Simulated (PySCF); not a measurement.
# UHF on Br⁻ (bromine, charge -1)

Configuration: [Kr], closed-shell 1S. Calculation: PySCF 2.14, in aug-cc-pwCVTZ-PP with ECP10MDF (8s7p6d4f1g, 96 functions); a scalar-relativistic core potential.

- Total energy: -415.577899 hartree
- One-electron energy: -738.0235 hartree
- Hartree (Coulomb) energy: 352.4771 hartree
- Exchange energy: -30.0315 hartree
- ⟨S²⟩: 0.0000
- ⟨L²⟩: 0.000
- Sum of ⟨r⟩: 27.63 bohr
- Sum of ⟨r²⟩: 52.63 bohr²

```
shell  electrons  mean orbital energy (hartree)  rms radius, mean of both spins (bohr)
   3s          2                       -9.52296                                  0.590
   3p          6                       -7.27044                                  0.609
   3d         10                       -2.82147                                  0.644
   4s          2                       -0.71232                                   1.89
   4p          6                       -0.13741                                   2.53
```

Energies and moments cover only the electrons outside the core potential.
